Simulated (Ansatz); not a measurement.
Abridged output of a molecular run in Ansatz:

```
Functional definition: HF
1511 factors; integrals over basis functions are off by at most 9.6e-4 eV
mean field evaluation 1: about -15210.9250 eV, gradient 4.5e1 eV
mean field evaluation 2: about -15211.1957 eV, gradient 4.5e1 eV
mean field evaluation 4: about -15215.5046 eV, gradient 4.0e0 eV
mean field evaluation 8: about -15215.5752 eV, gradient 3.3e-1 eV
mean field -15215.57558721 eV, -559.1620893425 hartree, gradient 2.6e-6 eV, S^2 0.000000; 0 other end points of the search recorded, 0 dependent functions left out
9 core orbitals not correlated: weight in the atoms' cores, before any rotation towards them, 1.000 or more for the frozen orbitals, at most 0.000 for the correlated occupied ones
reference -15215.57558721 eV, -559.1620893425 hartree; 16, 16 occupied and 225, 225 virtual orbitals, 1511 factors
second order -27.12418932 eV of doubles, -0.00000000 eV of singles
cycle   1  -27.30721194 eV  change   -1.8e-1 eV  update   1.1e-1
cycle   2  -27.95167817 eV  change   -6.4e-1 eV  update   3.2e-2
cycle   3  -28.09781507 eV  change   -1.5e-1 eV  update   1.7e-2
cycle   4  -28.08147706 eV  change    1.6e-2 eV  update   3.9e-3
cycle   5  -28.07953442 eV  change    1.9e-3 eV  update   1.9e-3
cycle   6  -28.08061992 eV  change   -1.1e-3 eV  update   5.7e-4
cycle   7  -28.08029577 eV  change    3.2e-4 eV  update   2.1e-4
cycle   8  -28.08016185 eV  change    1.3e-4 eV  update   6.6e-5
cycle   9  -28.08018450 eV  change   -2.3e-5 eV  update   2.6e-5
perturbative correction -1.01046330 eV, -0.0371338413 hartree
Total energy: -15244.66623501 eV, -560.2311509307 hartree
```

Its atoms:

Cartesian coordinates in Å:
```
N -1.1098 -0.8872 0.7077
C -0.5042 0.2245 0.0815
O -1.0402 0.4237 -1.1930
F -0.8317 1.3525 0.8357
Si 1.4152 0.0807 0.0769
H -2.1210 -0.8084 0.6492
H -0.8257 -1.7507 0.2643
H -0.6605 1.2240 -1.5726
H 1.7831 -1.2395 -0.4984
H 1.9351 1.1645 -0.7987
H 1.9598 0.2158 1.4476
```

Problem. Which basis set was used?
A. cc-pV(D+d)Z
B. cc-pV(Q+d)Z
C. def2-QZVPP
D. def2-TZVPP

Solution. D. It gives 250 functions.

Problem. Write the keys of the input that set method, charge and spin (a neutral closed shell needs none for the last two).

Solution. 
```yaml
correlation: {method: ccsd_t}
```
